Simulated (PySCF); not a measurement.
Sn(Cl)3(SeH) (Cl3HSeSn), SMILES [Cl][Sn]([Cl])([Cl])[SeH].

Coordinates come from a B3LYP-D3(BJ)/def2-SVP optimisation. The structure was generated by enumeration; whether it is a known compound was not checked. The def2 effective core potentials stand for the cores of Sn; spin–orbit coupling is left out. Other conformers were not sampled.

The numbers are results of r2SCAN/def2-TZVP in PySCF, not measurements.

Isolated molecule, no solvent.

Computed frontier levels, gap, dipole moment and polarisability:
```
Item                                                                                                            Result
---------------------------------------------------------------------------------------------  -----------------------
highest occupied level                                                                                        -7.21 eV
lowest empty level                                                                                            -4.09 eV
orbital gap                                                                                                    3.12 eV
dipole moment                                                                                                   2.22 D
quadrupole, principal values (traceless, Buckingham form, about the centre of nuclear charge)   -4.58, -0.23, 4.81 D·Å
mean static polarisability                                                                      104.6 bohr³ (15.49 Å³)
polarisability, principal values                                                               97.0, 98.9, 117.7 bohr³
```
